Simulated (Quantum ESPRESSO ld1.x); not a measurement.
Species: the mercury ion Hg15+. Configuration: [Kr] 4d10 4f14 5s2 5p3.

Calculated with ld1.x of Quantum ESPRESSO 7.5: Dirac Kohn-Sham, PBE, spin-unpolarised, spherical densities, point nucleus; open shells are shared between the two j in proportion to 2j + 1.

Energy parts (eV):
| part | energy |
|---|---|
| total | -532990 |
| kinetic | 615480 |
| electron-nucleus | -1324630 |
| Hartree | 186018 |
| exchange-correlation | -9858 |

Orbitals (lengths in bohr, moments of r in powers of bohr; r(90%) holds 90 % of the orbital's charge):
orbital  occ.  eigenvalue (eV)  r(90%)      <r>
1s1/2       2         -83367.6  0.0303  0.01658
2s1/2       2         -15023.0   0.109  0.06922
2p1/2       2         -14424.6  0.0950  0.05692
2p3/2       4         -12476.0   0.107  0.06559
3s1/2       2         -3800.11   0.265   0.1800
3p1/2       2         -3531.27   0.257   0.1703
3p3/2       4         -3099.21   0.279   0.1862
3d3/2       4         -2655.64   0.252   0.1620
3d5/2       6         -2562.99   0.258   0.1668
4s1/2       2         -1073.12   0.571   0.3982
4p1/2       2         -957.751   0.581   0.4000
4p3/2       4         -852.864   0.628   0.4336
4d3/2       4         -664.443   0.654   0.4393
4d5/2       6         -644.753   0.669   0.4500
4f5/2       6         -401.265   0.734   0.4643
4f7/2       8         -396.879   0.743   0.4700
5s1/2       2         -402.036    1.18   0.8400
5p1/2       1         -359.914    1.24   0.8779
5p3/2       2         -335.493    1.32   0.9372

The highest occupied level is 5p3/2 at -335.49 eV. The density falls to 0.001 e/bohr^3 at r = 1.95 bohr. Summed over all electrons, <r^2> = 12.56 bohr^2, which gives a Langevin (diamagnetic) susceptibility term of -9.95 x 10^-6 cm^3/mol.
